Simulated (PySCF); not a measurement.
Species: (OH)2Zr(OSiH2)2O (singlet state).
Structure used (PBE0-D3(BJ)/def2-SVP), in Å, numbered top down from 1:
```
atom  x, y, z in Å
Zr1   -0.3237    1.1392   -0.8670
O2    -2.0186    1.3232   -1.7543
O3     0.8895    2.5887   -1.2143
O4    -0.5555    0.8493    1.0602
Si5   -0.2404   -0.3995    2.1056
O6     0.4407   -1.6428    1.2369
Si7    0.8952   -1.9344   -0.3362
O8     0.5021   -0.6026   -1.2431
H9    -2.8448    1.4584   -2.2144
H10    1.4949    3.3077   -1.3856
H11    0.7258    0.0421    3.1482
H12   -1.5070   -0.8832    2.7189
H13    2.3649   -2.1633   -0.3767
H14    0.1575   -3.1267   -0.8351
```

Level of theory: PySCF, PBE0-D3(BJ)/def2-SVP geometry optimisation, gas phase, def2 core potentials past Kr.

Question: Which atoms are bound to Zr1, and at what distances?

Answer: 4 atoms: O3 1.922 Å, O2 1.922 Å, O4 1.963 Å, O8 1.964 Å. The nearest atom not counted as bound is H9, at 2.88 Å (others tie with it).

Question: List the angles at Zr1.

Answer: 
```json
{"angle": "O2–Zr1–O3", "degrees": "113.6", "distance of the outer atoms (Å)": "3.22"}
{"angle": "O3–Zr1–O8", "degrees": "111.6", "distance of the outer atoms (Å)": "3.21"}
{"angle": "O2–Zr1–O8", "degrees": "111.6", "distance of the outer atoms (Å)": "3.21"}
{"angle": "O3–Zr1–O4", "degrees": "111.3", "distance of the outer atoms (Å)": "3.21"}
{"angle": "O2–Zr1–O4", "degrees": "111.3", "distance of the outer atoms (Å)": "3.21"}
{"angle": "O4–Zr1–O8", "degrees": "96.1", "distance of the outer atoms (Å)": "2.92"}
```

Question: Describe the arrangement about Zr1 in numbers.

Answer: Angles from 96.1° to 113.6°; τ4 = (360° − α − β)/141° = 0.96 with α and β the two widest (0 for a square, 1 for a tetrahedron). The Zr–O distances aren't all alike: 1.922 to 1.964 Å.

Question: What are the other bond lengths?

Answer: O2–H9, O3–H10 0.955 Å; O4–Si5, Si7–O8 1.659 Å; Si5–O6, O6–Si7 1.663 Å; Si5–H11 and 3 like bonds 1.488 Å.

Question: Give some angles away from the centre.

Answer: Zr1–O4–Si5 135.0°, O4–Si5–O6 108.2°, Si5–O6–Si7 137.5°.

Question: What are the rotational constants (commonest isotopes, rigid rotor)?

Answer: A = 1563, B = 734.9, C = 623.7 MHz: an asymmetric top.

Point group: C2v (tolerance 0.08 Å). Charge 0, singlet. No frequency check.
